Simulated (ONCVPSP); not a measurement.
## fluorine (F): excitation energies, all-electron against ONCV

| Property | Result |
| --- | --- |
| Element | fluorine |
| Generator | ONCVPSP 4.0.1 |
| Type | optimised norm-conserving Vanderbilt (ONCV) |
| Functional | PBEsol |
| Relativity | scalar-relativistic |
| Frozen core | [He] |
| Valence charge | 7 |
| Reference configuration | 2s2 2p5 |
| Partial waves | 2s: rc 0.55 bohr, ncon 3, nbas 7, qcut 14.9 1/bohr, 2 projectors, debl 1.3 Ha; 2p: rc 1.05 bohr, ncon 4, nbas 7, qcut 14 1/bohr, 2 projectors, debl 0.9 Ha; d scattering state at 0.3 Ha: rc 1.15 bohr, ncon 4, nbas 9, qcut 7.1 1/bohr, 3 projectors, debl 3.5 Ha |
| Local potential | polynomial inside 0.40 bohr (lpopt 5, dvloc0 3 Ha) |
| Core correction | none |

Energies are relative to the spin-unpolarised reference configuration 2s2 2p5; without spin polarisation the order of configurations can differ from experiment.

Give the all-electron excitation energy and the error of the potential for: 2s2 2p4; 2s2 2p3; 2s2 2p2; 2s2 2p1.

```json
{"valence configuration": "2s2 2p4", "charge": "+1", "ΔE all-electron (eV)": "19.317", "error AE − PS (meV)": "+3.0"}
{"valence configuration": "2s2 2p3", "charge": "+2", "ΔE all-electron (eV)": "57.595", "error AE − PS (meV)": "+37"}
{"valence configuration": "2s2 2p2", "charge": "+3", "ΔE all-electron (eV)": "118.084", "error AE − PS (meV)": "+171"}
{"valence configuration": "2s2 2p1", "charge": "+4", "ΔE all-electron (eV)": "203.676", "error AE − PS (meV)": "+547"}
```

Levels in the configuration 2s2 2p3:

```json
{"level": "2s", "all-electron (eV)": "-67.754", "pseudo (eV)": "-67.746"}
{"level": "2p", "all-electron (eV)": "-48.877", "pseudo (eV)": "-48.808"}
```

Note: ghosts flagged at negative energy: s at -469.5 eV; no localised positive-energy state flagged. A true bound ghost makes a file unfit for plane-wave use.
